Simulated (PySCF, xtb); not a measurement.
CH₅InO₂S, SMILES [In]([OH])([S]C)[OH].

GFN2-xTB (xtb 6.7.1) at its own geometry gives an orbital gap of 2.05 eV and a dipole moment of 2.32 D.

The structure is a stationary point at PBE0-D3(BJ)/def2-SVP. The structure was generated by enumeration; whether it is a known compound was not checked. The def2 effective core potentials stand for the cores of In; spin–orbit coupling is left out. The values are those of a single conformer.

What does ωB97X/def2-TZVP (PySCF) give? (An estimate is asked for; the answer gives what the named calculation found.)

gap 9.53 eV (levels -9.44 and 0.09 eV), dipole 2.19 D.
